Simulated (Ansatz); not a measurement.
Stretching the Al1–O2 bond in AlO (multiplicity 2 held). Energies count from the point at 1.627 Å.


Restricted levels (R-, RO-) in cc, def2 and unpolarised 6-31G sets keep to the state of the molecule at rest. U- levels take the lowest unrestricted solution at each point, which mixes spins at long bonds. Levels need not reach the same state.

Cores are frozen in the correlated methods.

Run with Ansatz (Gaussian basis) for Hartree–Fock, density functionals and correlated methods. 

Energies in eV.

```tsv
R (Å)	RO-HF/cc-pV(D+d)Z	U-SCS-MP2/cc-pV(D+d)Z	RO-CCSD/cc-pV(D+d)Z	U-CCSD/cc-pV(D+d)Z	RO-CCSD(T)/cc-pV(D+d)Z	RO-CCSDT/cc-pV(D+d)Z
1.302	5.52	2.92	5.69	3.27	5.71	5.71
1.465	1.46	-0.27	1.55	0.17	1.56	1.56
1.627	0.00	0.00	0.00	0.00	0.00	0.00
1.790	-0.29	-0.38	-0.36	-0.36	-0.37	-0.37
1.953	-0.04	-0.22	-0.17	-0.18	-0.20	-0.20
2.197	0.72	0.48	0.52	0.52	0.47	0.46
2.441	1.59	1.35	1.33	1.33	1.25	1.23
2.848	2.88	3.01	2.52	2.49	2.37	2.33
3.255	3.90	3.49	3.30	3.34	3.05	3.05
3.743	4.85	3.52	3.57	3.42	3.37	3.44
4.394	5.80	3.56	3.57	3.47	3.41	3.56
5.208	6.58	3.59	3.54	3.49	3.18	3.57
6.510	7.23	3.59	3.53	3.50	2.98	3.58
```

Doubts at one or more of the structures used: a restricted determinant that unrestricted orbitals would lower (RO-HF/cc-pV(D+d)Z, RO-CCSD/cc-pV(D+d)Z, RO-CCSD(T)/cc-pV(D+d)Z, RO-CCSDT/cc-pV(D+d)Z); a spin-contaminated determinant (U-SCS-MP2/cc-pV(D+d)Z, U-CCSD/cc-pV(D+d)Z); T1 above 0.05 (RO-CCSD/cc-pV(D+d)Z, U-CCSD/cc-pV(D+d)Z, RO-CCSD(T)/cc-pV(D+d)Z, RO-CCSDT/cc-pV(D+d)Z); other coupled-cluster roots lie near (RO-CCSD/cc-pV(D+d)Z, RO-CCSD(T)/cc-pV(D+d)Z, RO-CCSDT/cc-pV(D+d)Z); the program's own flag: large difference (U-CCSD/cc-pV(D+d)Z).

Ansatz is an electronic-structure program.
